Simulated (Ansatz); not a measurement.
Breaking a bond: Be2, singlet.

- RKS-B3LYP = restricted B3LYP/cc-pVQZ in Ansatz (a program for electronic structure)
- FCI = full CI/cc-pVQZ, frozen core in Ansatz

Energies relative to the lowest point of each curve near equilibrium, in kcal/mol:

```tsv
R / Å	RKS-B3LYP
2.04	6.5
2.11	4.1
2.52	0.0
2.62	0.2
2.69	0.5
2.79	0.9
2.90	1.3
3.41	3.1
4.16	4.1
4.57	4.3
5.49	4.3
7.52	4.3
```

Question: Estimate the FCI values at these points.

Answer: 2.04: 5.5; 2.11: 3.4; 2.52: 0.0; 2.62: 0.2; 2.69: 0.3; 2.79: 0.6; 2.90: 0.8; 3.41: 1.5; 4.16: 1.8; 4.57: 1.9; 5.49: 2.1; 7.52: 2.1 (kcal/mol).

Also computed but left out beside FCI, since their determinant holds another spin at the minimum (<S²> over 0.7 above the pure value): UHF, UMP2, UHF/3-21G, UHF/6-31G*.
